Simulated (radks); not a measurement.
Values are calculated unless marked as measured or tabulated.
Q: These are the eigenvalues of the occupied orbitals of an atom or ion with whole-number occupations (hartree). Code: a radial shooting solver on a logarithmic mesh with Libxc functionals. Model: Dirac Kohn-Sham, OLYP, spin-unpolarised, spherical densities, point nucleus.

orbital  eigenvalue
1s1/2     -3327.888
2s1/2     -598.9368
2p1/2     -575.4476
2p3/2     -490.2034
3s1/2     -145.7639
3p1/2     -135.1741
3p3/2     -116.0785
3d3/2     -98.78713
3d5/2     -94.73446
4s1/2     -34.62935
4p1/2     -30.02781
4p3/2     -25.31398
4d3/2     -17.84417
4d5/2     -16.96301
5s1/2      -7.25908
4f5/2      -7.25374
4f7/2      -7.05049
5p1/2      -5.64975
5p3/2      -4.71671
5d3/2      -2.42685
5d5/2      -2.30294
6s1/2      -1.58781
6p1/2      -1.16460
6p3/2      -1.01402
7p1/2      -0.42153
7p3/2      -0.39018

Which element is it, and in what charge state? The configuration may be excited. Open shells, if any, are shared by 2j + 1.

A: Z = 83, bismuth, charge +2: Bi2+ in [Xe] 4f14 5d8 6s2 6p1 7p2. The list shows which subshells hold electrons but not how many an open one holds; the 1s level, -3327.9 hartree, gives Z - s = 81.6 by -(Z - s)^2/2, which with screening and relativity narrows Z to a few neighbours, and the depths of the outer levels then fix element, charge and occupations together.
